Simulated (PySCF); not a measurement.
# From computed data to an observable: oscillator strength and radiative lifetime

B(H)2(iPr) (C3H9B), SMILES BC(C)C.

Geometry: ωB97X-D3(BJ)/def2-SVP. This is a generated structure with no PubChem entry under its InChIKey; it may be hypothetical.

TDDFT-ωB97X/def2-SVPD run with PySCF puts the first singlet state with f over 0.02 at 7.96 eV (vertical), with the transition dipole (0.051, -0.479, 0.000) in atomic units.

**Question.** Find the oscillator strength, the wavelength and the radiative lifetime that this transition would have in vacuum if emission retraced absorption.

**Answer.** 
|μ|² = 0.2320 au, so |μ| = 1.22 D. ΔE = 7.96/27.211 = 0.2925 hartree. f = (2/3) ΔE |μ|² = 0.045 (the program prints 0.045).
λ = 1239.84/7.96 = 156 nm; ν = 64202 cm⁻¹.
Einstein's coefficient A = 0.6670 ν² f s⁻¹ (ν in cm⁻¹) = 1.2e8 s⁻¹, so τ = 1/A = 8.0 ns. This state is S3; the lower singlets have f = 0.004, 0.001. The figure is the radiative limit of this one transition; relaxation, internal conversion, crossing to triplets and a medium change what is measured.
